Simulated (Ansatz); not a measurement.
`C[CH2][Al]([NH2])[F]` + H₂Te → `[NH2][Al]([F])[TeH]` + ethane at 500 K and 1 bar (ligand exchange at the Al–C bond).

Isolated molecules relaxed with PBE0-D4/def2-TZVP in Ansatz; ΔE leaves out vibrations. CBS: MP2 limit from def2 TZ/QZ plus the TZ coupled-cluster correction, frozen cores. This one scheme is used for every species. def2 core potentials past Kr. For Te outer-core shells are correlated without core-valence functions, which leaves a few kJ/mol of doubt a bond. One conformer a species, not always the lowest.

```
               species  CCSD(T)/CBS energy (Eh)  H − E (kJ/mol)  S (J/(mol·K))
`C[CH2][Al]([NH2])[F]`               -476.96291           295.7          432.5
                  H₂Te               -268.91024            48.9          247.6
 `[NH2][Al]([F])[TeH]`               -666.20158           135.6          411.6
                  `CC`                -79.71954           220.5          259.9
```

H − E and S are ideal-gas, rigid-rotor, harmonic terms from PBE0-D4/def2-TZVP, for one conformer and one mirror image of each species. 1 Eh = 2625.50 kJ/mol, R = 8.31446 J/(mol·K).

Question: By hand: ΔE, ΔH, ΔS and ΔG.

Answer: ΔE = (-666.20158) + (-79.71954) − (-476.96291) − (-268.91024) = -0.04797 Eh = -125.9 kJ/mol. Δ(H − E) = 135.6 + 220.5 − 295.7 − 48.9 = 11.5, so ΔH = -114.4 kJ/mol. ΔS = 411.6 + 259.9 − 432.5 − 247.6 = -8.6 J/(mol·K). ΔG = -114.4 − 500 × (-8.6)/1000 = -110.1 kJ/mol.

Question: By hand: the equilibrium constant, and the temperature at which ΔG would vanish if ΔH and ΔS stayed fixed.

Answer: log₁₀ K = −ΔG/(RT ln 10) = 11.5. ΔG = 0 at ΔH/ΔS = 13302 K, far beyond where these terms or the molecules hold.

The number of gas molecules stays the same, so ΔS is small and ΔH decides. A doubt of 5 kJ/mol in ΔE shifts log₁₀ K by 0.5 here. Other conformers and mirror images would add mixing entropy, several J/(mol·K) or more a flexible species. Modes under 60 cm⁻¹, often nearly free rotors, make the harmonic entropy too high. These are equilibria of isolated gas molecules and say nothing of rates. Largest T1 diagnostic: 0.011 (customary marks: 0.02 for closed shells, 0.045 for open ones).
